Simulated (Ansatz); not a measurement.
`C=CB(C)[SiH3]` + `B/C=C(/N)F` → `CB(N)[SiH3]` + `B/C=C(\F)C=C`  (redistribution)

Computed with Ansatz on PBE0-D4/def2-TZVP structures; ΔE is electronic, products minus reactants. CCSD(T)/CBS adds triple-zeta CCSD(T) − MP2 to the extrapolated MP2 energy (def2 sets, frozen cores). Double bonds are as drawn, so ΔE can hold a change between cis and trans. DFT in def2-TZVPP. B3LYP here is the variant with VWN-RPA as its local correlation; programs differ in this. Each species was taken in one conformer, which may not be the lowest.

`C=CB(C)[SiH3]`:

Z-matrix (Å, degrees):
```
C
B 1 1.562
H 1 1.101 2 105.9
H 1 1.093 2 115.6 3 117.9
H 1 1.094 2 113.5 3 -114.5
C 2 1.548 1 122.4 3 -105.0
Si 2 2.029 1 118.7 3 76.2
C 6 1.337 2 122.2 1 -27.6
H 6 1.089 2 120.4 1 159.7
H 7 1.492 2 113.5 1 -154.5
H 7 1.492 2 112.8 1 -31.4
H 7 1.495 2 108.4 1 86.7
H 8 1.086 6 121.5 2 5.3
H 8 1.087 6 122.5 2 -172.9
```

`B/C=C(/N)F`:

```xyz
10

B    -0.607   -0.761   -1.647
C    -0.542    0.114   -0.432
C     0.449    0.043    0.491
N     0.610    0.792    1.593
F     1.442   -0.828    0.382
H     0.236   -1.583   -1.860
H    -1.515   -0.645   -2.421
H    -1.296    0.868   -0.220
H    -0.106    1.442    1.859
H     1.329    0.559    2.254
```

`CB(N)[SiH3]`:

```xyz
12

C    -0.458    1.473    0.513
B     0.264    0.130    0.130
N     1.612   -0.054    0.428
Si   -0.722   -1.378   -0.802
H    -1.314    1.281    1.168
H     0.193    2.197    1.014
H    -0.874    1.957   -0.378
H     2.124   -0.891    0.207
H     2.169    0.648    0.890
H    -1.289   -0.938   -2.110
H    -1.869   -1.873    0.015
H     0.163   -2.550   -1.076
```

`B/C=C(\F)C=C`:

Z-matrix (Å, degrees):
```
B
C 1 1.523
H 1 1.194 2 120.8
H 1 1.196 2 119.8 3 180.0
C 2 1.348 1 124.7 3 -0.0
H 2 1.086 1 121.5 3 180.0
C 5 1.448 2 125.9 1 -180.0
F 5 1.331 2 120.4 1 -0.0
C 7 1.331 5 123.8 2 180.0
H 7 1.084 5 115.2 2 -0.0
H 9 1.083 7 121.0 5 -180.0
H 9 1.083 7 121.3 5 -0.0
```

**Question.** Is it downhill or uphill in electronic energy at CCSD(T)/CBS, and by how much? (Estimate.)

**Answer.** Computed: Downhill: ΔE = -129.4 kJ/mol.

**Question.** What do these levels give: PBE0-D4, B2PLYP, B3LYP, SCS-MP2/def2-TZVPP, MP2/def2-QZVPP, MP2/CBS(def2)? (Best estimate.)

**Answer.** The calculation gave: PBE0-D4 -117.6, B2PLYP -126.2, B3LYP -124.2, SCS-MP2/def2-TZVPP -129.6, MP2/def2-QZVPP -128.5, MP2/CBS(def2) -128.4 kJ/mol.

Largest T1 diagnostic among the species: 0.013.

In def2-TZVPP, CCSD(T) changes the Hartree–Fock value by −9.5 kJ/mol (the triples alone add −1.1 kJ/mol) and MP2 by −8.4 kJ/mol.
